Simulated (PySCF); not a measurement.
CH₄FGaO, SMILES [CH3][Ga]([OH])[F].

The structure is a stationary point at PBE0-D3(BJ)/def2-SVP. The structure was generated by enumeration; whether it is a known compound was not checked. The values are those of a single conformer.

Two levels are set side by side: TDA-PBE/def2-SVPD (PySCF) and TDA-CAM-B3LYP/def2-SVPD (PySCF). Vertical, same geometry. The lowest singlet is HOMO→LUMO 99 % with PBE and HOMO−1→LUMO 86 % with the other functional; states are paired by order. Differences are taken from unrounded values.

| quantity | TDA-PBE |
|---|---|
| lowest singlet excitation (eV) | 6.07 |
| lowest triplet excitation (TDA) (eV) | 5.74 |
| first bright state (f over 0.05) (eV) | 7.03 |
| its oscillator strength | 0.18 |

These are the TDA-PBE values. What does TDA-CAM-B3LYP give? (An estimate is asked for; the answer gives what the named calculation found.)


```json
[
 {"quantity": "lowest singlet excitation (eV)", "TDA-CAM-B3LYP": "7.14", "TDA-PBE minus TDA-CAM-B3LYP": "-1.07"},
 {"quantity": "lowest triplet excitation (TDA) (eV)", "TDA-CAM-B3LYP": "6.68", "TDA-PBE minus TDA-CAM-B3LYP": "-0.94"},
 {"quantity": "first bright state (f over 0.05) (eV)", "TDA-CAM-B3LYP": "7.42", "TDA-PBE minus TDA-CAM-B3LYP": "-0.39"},
 {"quantity": "its oscillator strength", "TDA-CAM-B3LYP": "0.06", "TDA-PBE minus TDA-CAM-B3LYP": "0.13"}
]
```

A lower first singlet is the usual sign of a functional without exact exchange. Differences between two approximate levels are no errors against the true value.

Rough cost on one machine, each run with all the roots and properties that it gave: TDA-CAM-B3LYP against TDA-PBE about 3 times.
